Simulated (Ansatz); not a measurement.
Cost and result for the atomization energy of `C=[CH][Al]([F])[SiH3]` (11 atoms, 10 bonds).

```xyz
11

C     1.632    0.652   -1.021
C     0.639    1.490   -0.709
Al   -0.874    0.790    0.264
F    -2.118    1.805    0.665
Si   -1.024   -1.564    0.929
H     1.606   -0.402   -0.744
H     2.521    0.961   -1.567
H     0.742    2.527   -1.022
H    -0.968   -2.454   -0.266
H     0.124   -1.939    1.803
H    -2.280   -1.866    1.667
```

Charge 0, multiplicity 1. The geometry is a stationary point of PBE0-D4/def2-TZVP. It is one conformer, not always the lowest. Program: Ansatz. All runs use 4 threads of an Intel Xeon on a shared host. Times are those of one run each, without the atoms' runs, and a repeat can differ threefold. Electronic energies, without spin–orbit coupling; frozen cores. CCSD(T)/CBS adds CCSD(T) − MP2 in def2-TZVPP to the MP2 limit, and its time is that of the two runs behind it. T1 = 0.013. B3LYP takes the VWN-RPA correlation (the form of Gaussian; ORCA's B3LYP/G).

CCSD(T)/CBS is a level of theory with its own doubt, some kJ/mol a heavy atom from the limit and from the frozen cores, so smaller differences don't rank the functionals.

```csv
level,functions,wall time
PBE-D4/def2-TZVPP (with forces),261,2 s
PBE0-D4/def2-TZVPP,261,2.4 s
r2SCAN-D4/def2-TZVPP (with forces),261,3.3 s
B3LYP-D4/def2-TZVPP (with forces),261,3.6 s
B2PLYP/def2-TZVPP,261,4.3 s
ωB97X-V/def2-TZVPP,261,6 s
ωB97M-V/def2-TZVPP (with forces),261,8 s
MP2/def2-QZVPP,491,16 s
CCSD(T)/def2-TZVPP,261,69 s
CCSD(T)/CBS(def2),–,85 s
```

(1) What atomization energy does each give, and how far from CCSD(T)/CBS? (An estimate is asked.)

Results:

(1) Ansatz gave: 
| level | atomization (kcal/mol) | difference from CCSD(T)/CBS | per bond |
| --- | --- | --- | --- |
| PBE-D4/def2-TZVPP (with forces) | 959.0 | 6.6 | 0.7 |
| PBE0-D4/def2-TZVPP | 946.4 | -6.0 | -0.6 |
| r2SCAN-D4/def2-TZVPP (with forces) | 952.8 | 0.4 | 0.0 |
| B3LYP-D4/def2-TZVPP (with forces) | 948.9 | -3.5 | -0.4 |
| B2PLYP/def2-TZVPP | 940.2 | -12.2 | -1.2 |
| ωB97X-V/def2-TZVPP | 953.2 | 0.8 | 0.1 |
| ωB97M-V/def2-TZVPP (with forces) | 950.6 | -1.8 | -0.2 |
| MP2/def2-QZVPP | 954.2 | 1.8 | 0.2 |
| CCSD(T)/def2-TZVPP | 928.9 | -23.5 | -2.4 |
| CCSD(T)/CBS(def2) | 952.4 | 0.0 | 0.0 |

The D4 term adds +8.2 kcal/mol with B3LYP and +4.4 kcal/mol with PBE0; it sums over pairs of atoms, weighted by their polarisabilities, and B3LYP, whose exchange is more repulsive, gets the larger term. In def2-TZVPP, CCSD(T) changes the Hartree–Fock value by +208.8 kcal/mol (the triples alone add +12.4 kcal/mol) and MP2 by +220.1 kcal/mol; breaking electron pairs costs correlation energy, which Hartree–Fock lacks. From PBE to PBE0 (25 % exact exchange), in def2-TZVPP and without D4, the atomization energy moves by −11.8 kcal/mol: exact exchange takes away binding that semilocal exchange gives to molecules.
